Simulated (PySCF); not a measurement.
Compound: Si(OMe)2Cl2, C₂H₆Cl₂O₂Si.
InChI=1S/C2H6Cl2O2Si/c1-5-7(3,4)6-2/h1-2H3

The calculation used TDDFT PBE0/def2-SVPD, vertical, gas phase, core orbitals frozen in the response (PySCF). The structure is a single PBE0-D3(BJ)/def2-SVP conformer in the gas phase; no vibrational or solvent corrections.

Task: List the vertical singlet excitations with oscillator strengths and describe the spectrum.

Result: 

| state | E (eV) | λ (nm) | ν̃ (cm⁻¹) | f | main configurations (H = HOMO, L = LUMO) |
| --- | --- | --- | --- | --- | --- |
| S1 | 7.59 | 163.4 | 61190 | 0.0000 | H→L (94%) |
| S2 | 7.65 | 162.1 | 61690 | 0.0028 | H-1→L (93%) |
| S3 | 8.17 | 151.8 | 65890 | 0.057 | H-2→L (93%) |
| S4 | 8.30 | 149.5 | 66910 | 0.076 | H-4→L (68%), H-3→L (17%) |
| S5 | 8.32 | 149.1 | 67080 | 0.0004 | H-5→L (83%) |
| S6 | 8.37 | 148.2 | 67490 | 0.046 | H-3→L (76%), H-4→L (18%) |
| S7 | 8.54 | 145.1 | 68900 | 0.0002 | H→L+1 (77%), H-1→L+2 (9%) |
| S8 | 8.60 | 144.1 | 69390 | 0.079 | H-1→L+1 (57%), H→L+2 (26%) |
| S9 | 8.62 | 143.8 | 69560 | 0.0007 | H→L+3 (78%), H→L+4 (9%) |
| S10 | 8.75 | 141.7 | 70550 | 0.0098 | H-1→L+3 (34%), H→L+2 (29%), H→L+5 (17%) |

Triplets (Tamm–Dancoff): T1 7.32 eV, H-1→L (79%); T2 7.35 eV, H→L (83%); T3 7.77 eV, H-4→L (54%), H-3→L (14%); T4 7.80 eV, H-2→L (77%).

The lowest singlet lies at 7.59 eV (163 nm, vacuum ultraviolet) and is dark (f under 0.0005); its leading configuration is HOMO→LUMO (94%). The most intense listed level is S8 at 8.60 eV (144 nm, f = 0.079), 1.02 eV above S1. Löwdin shares by element: HOMO oxygen 58%, carbon 15% (atoms not listed hold the other 27%); LUMO chlorine 46%, silicon 24%, oxygen 6% or more (atoms not listed hold the other 24%). The listed states span 1.16 eV, and the widest gap between neighbours is 0.52 eV (S2 to S3). The oscillator strengths of these states sum to 0.272; summed over the whole spectrum of an exact calculation they would give the number of electrons, 82 (Thomas–Reiche–Kuhn). Weighted by f, the mean energy of these states is 8.38 eV. Only the lowest 10 singlets were computed, as vertical energies without vibronic structure.
